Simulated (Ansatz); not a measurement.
Consider the ligand exchange at the Al–N bond: `C=C=C=[N][AlH2]` + H₂S → `[AlH2][SH]` + `C=C=C=N`.

Isolated molecules relaxed with PBE0-D4/def2-TZVP in Ansatz; ΔE leaves out vibrations. CBS: MP2 limit from def2 TZ/QZ plus the TZ coupled-cluster correction, frozen cores. This one scheme is used for every species. Functionals use def2-TZVPP. B3LYP here is the variant with VWN-RPA as its local correlation; programs differ in this. One conformer a species, not always the lowest.

Task: Is it downhill or uphill in electronic energy at CCSD(T)/CBS, and by how much? (An estimate is asked.)

Result: Computed: Downhill: ΔE = -0.07 eV.

Task: What do these levels give: BLYP-D4, r2SCAN-D4, B3LYP-D4, CAM-B3LYP-D4, PBE, BLYP, PBE0, r2SCAN0, MP2/def2-SVP, MP2/def2-QZVPP, HF/CBS(def2), MP2/CBS(def2)? (An estimate is asked.)

Result: Computed: BLYP-D4 0.04, r2SCAN-D4 -0.04, B3LYP-D4 0.02, CAM-B3LYP-D4 0.03, PBE -0.09, BLYP 0.02, PBE0 -0.09, r2SCAN0 -0.05, MP2/def2-SVP 0.06, MP2/def2-QZVPP 0.01, HF/CBS(def2) 0.02, MP2/CBS(def2) 0.00 eV.

Largest T1 diagnostic among the species: 0.016.

Leaving LDA and LC-ωPBE aside and taking each functional with its dispersion term where it has one, the values spread over 0.12 eV, from PBE0-D4 to BLYP-D4. LDA lies +0.06 eV from PBE without D4. At CCSD(T), def2-SVP lies +0.07 eV from the extrapolated value and def2-TZVPP +0.02 eV.
